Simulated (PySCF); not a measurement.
# Core-level binding energies of `[CH3][GaH2-][Br]`

CH5BrGa (charge -1).
Numbering: `[CH3:1][GaH2-:2][Br:3]`

Structure used (PBE0-D3(BJ)/def2-SVP), in Å, numbered top down from 1:
```xyz
8
CH5BrGa angstrom
C      0.682   -0.693   -4.990
Ga     2.620   -1.224   -5.107
Br     3.781    0.678   -4.033
H      0.392   -0.533   -3.938
H      0.012   -1.462   -5.415
H      0.506    0.250   -5.533
H      2.999   -2.516   -4.225
H      3.188   -1.297   -6.611
```

Method: delta-SCF UKS SCAN, pcX-2 on the ionised atom, pcseg-1 elsewhere, spin-free X2C (PySCF 2.14.0). Binding energies are ΔSCF values: E(core-ionised, relaxed orbitals) − E(ground state) at a fixed geometry, referred to the vacuum level.

Q: What binding energy does each computed site have?

A: 
```tsv
atom(s)	environment	level	binding energy (eV)	count
C1	methyl carbon	C 1s	285.09	1
```

Q: Which photon energy gives electrons from C 1s of C1 a kinetic energy of 20 eV, and what is their de Broglie wavelength?

A: hν = 285.09 + 20 = 305.09 eV, recoil neglected; λ = 12.264 Å/√(E/eV) = 2.74 Å.

Q: Which photon wavelength matches the C 1s of C1 threshold?

A: λ = hc/E = 12398.42 eV Å / 285.09 eV = 43.489 Å.

No level of bromine or gallium is listed. The species carries charge -1, so core ionisation leaves a neutral species. The basis sets have no added diffuse functions. Isolated species at its PBE0-D3(BJ)/def2-SVP geometry, gas phase.
